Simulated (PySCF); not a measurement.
A GIAO shielding run with PySCF 2.14 (density fitting, non-relativistic, gas phase) on SMILES O[Si@@H](C#CCC)SC, C5H10OSSi:

```
$ OMP_NUM_THREADS=1 python probes_run.py task.json out

{"job": {"kind": "nmr", "xc": "PBE0", "basis": "pcSseg-1"}, "charge": 0, "multiplicity": 1}
C     -2.550158     1.156298    -0.559532
C     -2.026153     0.069863    -1.500746
C     -0.735567    -0.419724    -1.064244
C      0.339220    -0.824202    -0.695640
Si     1.982559    -1.345959    -0.036069
O      2.210138    -2.948292    -0.051653
S      2.033067    -0.684936     2.021405
C      1.656796     1.074633     1.781425
H     -1.863807     2.000315    -0.532717
H     -2.654290     0.766181     0.450686
H     -3.521466     1.509235    -0.898768
H     -2.729522    -0.767420    -1.532611
H     -1.926888     0.469415    -2.514584
H      3.091247    -0.787031    -0.790852
H      1.931282    -3.499322     0.674946
H      0.769962     1.171600     1.162800
H      2.503956     1.564776     1.310967
H      1.480865     1.500885     2.763530
```

Hardware: 1 thread of an Intel Xeon, shared host. The job also computes population analyses, field gradients.

Q: How large is the calculation?

A: 78 electrons, 200 basis functions and 1082 auxiliary functions.

Q: How long does it take, and how much memory does it need?

A: 97 s of wall time, with 14 SCF cycles and 5 response iterations; peak memory 0.9 GiB. Times on a shared host scatter by some tens of per cent.
